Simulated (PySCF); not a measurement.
silylphosphine (H₅PSi), singlet, at a GFN2-xTB geometry; B97M-V/6-31G** (PySCF).

The PySCF input:
```python
from pyscf import gto, scf, dft

mol = gto.Mole()
mol.atom = '''
    Si   -1.058468    0.091799    0.221558
    P     1.099533   -0.072406   -0.339917
    H    -1.783741   -0.885060   -0.589350
    H    -1.478363    1.454937   -0.099984
    H    -1.306348   -0.172699    1.640990
    H     1.320502   -1.267441    0.319932
    H     1.573497    0.671163    0.725354
'''
mol.basis = '6-31g**'
mol.charge = 0
mol.spin = 0
mol.verbose = 4
mol.build()

mf = dft.RKS(mol)
mf.xc = 'b97m_v'
mf.grids.atom_grid = (99, 590)
mf.grids.prune = None
mf.kernel()
```

What the program printed (banner, timings and long lists left out):

```
PySCF version 2.14.0

[INPUT] verbose = 4
[INPUT] num. atoms = 7
[INPUT] num. electrons = 34
[INPUT] charge = 0
[INPUT] spin (= nelec alpha-beta = 2S) = 0
[INPUT] symmetry False subgroup None
[INPUT] Mole.unit = angstrom
[INPUT] Symbol           X                Y                Z      unit          X                Y                Z       unit  Magmom
[INPUT]  1 Si    -1.058468000000   0.091799000000   0.221558000000 AA   -2.000214631616   0.173474968509   0.418683940706 Bohr   0.0
[INPUT]  2 P      1.099533000000  -0.072406000000  -0.339917000000 AA    2.077816234921  -0.136827509775  -0.642350035084 Bohr   0.0
[INPUT]  3 H     -1.783741000000  -0.885060000000  -0.589350000000 AA   -3.370781967158  -1.672521003808  -1.113710091512 Bohr   0.0
[INPUT]  4 H     -1.478363000000   1.454937000000  -0.099984000000 AA   -2.793701182690   2.749432458496  -0.188942376839 Bohr   0.0
[INPUT]  5 H     -1.306348000000  -0.172699000000   1.640990000000 AA   -2.468639943373  -0.326353811986   3.101021673150 Bohr   0.0
[INPUT]  6 H      1.320502000000  -1.267441000000   0.319932000000 AA    2.495387126940  -2.395116369045   0.604583858484 Bohr   0.0
[INPUT]  7 H      1.573497000000   0.671163000000   0.725354000000 AA    2.973478387825   1.268314254941   1.370720403358 Bohr   0.0

nuclear repulsion = 91.4629965879161
number of shells = 31
number of NR pGTOs = 137
number of NR cGTOs = 61
basis = 6-31g**
ecp = {}

******** <class 'pyscf.dft.rks.RKS'> ********
method = RKS
initial guess = minao
damping factor = 0
level_shift factor = 0
DIIS = <class 'pyscf.scf.diis.CDIIS'>
diis_start_cycle = 1
diis_space = 8
diis_damp = 0
SCF conv_tol = 1e-09
SCF conv_tol_grad = None
SCF max_cycles = 50
direct_scf = True
direct_scf_tol = 1e-13
XC library pyscf.dft.libxc version 7.1.2
    S. Lehtola, C. Steigemann, M. J. T. Oliveira, and M. A. L. Marques,  SoftwareX 7, 1–5 (2018)
XC functionals = b97m_v
    N. Mardirossian and M. Head-Gordon,  J. Chem. Phys. 142, 074111 (2015)
radial grids:
    Treutler-Ahlrichs [JCP 102, 346 (1995); DOI:10.1063/1.469408] (M4) radial grids

becke partition: Becke, JCP 88, 2547 (1988); DOI:10.1063/1.454033
pruning grids: None
grids dens level: 3
symmetrized grids: False
atomic radii adjust function: <function treutler_atomic_radii_adjust>
User specified grid scheme (99, 590)
** Following is NLC and NLC Grids **
NLC functional = b97m_v
radial grids:
    Treutler-Ahlrichs [JCP 102, 346 (1995); DOI:10.1063/1.469408] (M4) radial grids

becke partition: Becke, JCP 88, 2547 (1988); DOI:10.1063/1.454033
pruning grids: <function nwchem_prune>
grids dens level: 3
symmetrized grids: False
atomic radii adjust function: <function treutler_atomic_radii_adjust>
small_rho_cutoff = 0
Set gradient conv threshold to 3.16228e-05
Initial guess from minao.
tot grids = 408872
tot grids = 87400
init E= -633.488304829171
  HOMO = -0.289022852314435  LUMO = -0.0331494923963582  gap/eV = 6.96267
cycle= 1 E= -633.635443802146  delta_E= -0.147  |g|= 0.134  |ddm|= 2.23
  HOMO = -0.220326647487322  LUMO = 0.00720593873784958  gap/eV = 6.19148
cycle= 2 E= -633.638897485236  delta_E= -0.00345  |g|= 0.103  |ddm|= 0.387
  HOMO = -0.247402869745785  LUMO = -0.00263962249232019  gap/eV = 6.66035
cycle= 3 E= -633.642911280882  delta_E= -0.00401  |g|= 0.0251  |ddm|= 0.218
  HOMO = -0.245507021544184  LUMO = -0.00466296789706178  gap/eV = 6.55370
cycle= 4 E= -633.643181434918  delta_E= -0.00027  |g|= 0.0044  |ddm|= 0.0516
  HOMO = -0.245493748410884  LUMO = -0.00397715574358859  gap/eV = 6.57200
cycle= 5 E= -633.643189997546  delta_E= -8.56e-06  |g|= 0.00109  |ddm|= 0.00953
  HOMO = -0.245587988770771  LUMO = -0.00405680805736353  gap/eV = 6.57240
cycle= 6 E= -633.643190451314  delta_E= -4.54e-07  |g|= 0.000204  |ddm|= 0.00194
  HOMO = -0.245568191778711  LUMO = -0.00404249907687104  gap/eV = 6.57225
cycle= 7 E= -633.643190467061  delta_E= -1.57e-08  |g|= 3.96e-05  |ddm|= 0.000357
  HOMO = -0.245563931686292  LUMO = -0.0040424287073102  gap/eV = 6.57213
cycle= 8 E= -633.643190467744  delta_E= -6.83e-10  |g|= 9.44e-06  |ddm|= 8.45e-05
  HOMO = -0.245565216283655  LUMO = -0.00404244074298266  gap/eV = 6.57217
Extra cycle  E= -633.643190467754  delta_E= -1.01e-11  |g|= 8.14e-06  |ddm|= 3.15e-05
converged SCF energy = -633.643190467754
```
